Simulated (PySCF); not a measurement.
An equivalent PySCF input for Ca⁺ (calcium, charge +1), [Ar] 4s1, 2S determinant, with scalar relativity by spin-free X2C-1e:

```python
from pyscf import gto, scf, dft, mp, cc
import basis_set_exchange as bse
mol = gto.M(atom="Ca 0 0 0", charge=1, spin=1, symmetry="D2h",
            basis=gto.basis.parse(bse.get_basis("aug-cc-pVDZ-X2C", elements=["Ca"], fmt="nwchem", header=False)),
            nucmod="G")
mf = dft.UKS(mol, xc="B3LYP").sfx2c1e()
mf.irrep_nelec = {'Ag': (4, 3), 'B1u': (2, 2), 'B2u': (2, 2), 'B3u': (2, 2)}
mf.kernel()
```

It reaches the same state as the run whose output follows, with an energy that differs only through the grid. The run itself started from symmetry-adapted Hartree-Fock orbitals and held the occupation by maximum overlap, on a logarithmic radial grid, so the iterations belong to that start.

```
SCF conv_tol = 1e-09
number electrons alpha = 10  beta = 9
XC functionals = B3LYP
    P. J. Stephens, F. J. Devlin, C. F. Chabalowski, and M. J. Frisch.,  J. Phys. Chem. 98, 11623 (1994)
cycle= 1 E= -680.245861855951  delta_E= -0.00082  |g|= 0.00149  |ddm|= 0.923
cycle= 2 E= -680.245869513551  delta_E= -7.66e-06  |g|= 0.000211  |ddm|= 0.117
cycle= 3 E= -680.245869626689  delta_E= -1.13e-07  |g|= 1.74e-05  |ddm|= 0.0141
cycle= 4 E= -680.245869627037  delta_E= -3.48e-10  |g|= 7.4e-07  |ddm|= 0.000619
converged SCF energy = -680.245869627037  <S^2> = 0.75002547  2S+1 = 2.0000255
```
